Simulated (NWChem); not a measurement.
# MgO; SMILES [O]=[Mg]

Computed with NWChem. STO-3G and 3-21G are far too small for this property and stand as cheap habits. Structure relaxed at the B3LYP/6-31G* (spherical d) level. Vertical excitations in the gas phase; the lowest state need not have the same character in each row.

For level Hartree-Fock/3-21G, CIS:

* **lowest excitation, singlet (eV)**: 0.40
* **lowest state with f > 0.02, singlet (eV)**: 2.76
* **oscillator strength of that bright state**: 0.225

### Question
How do the values read with level Hartree-Fock/def2-TZVPD, CIS instead?

### Answer
The lowest excitation, singlet (eV) comes out as 0.81, the lowest state with f > 0.02, singlet (eV) is 2.86 and the oscillator strength of that bright state is 0.259.
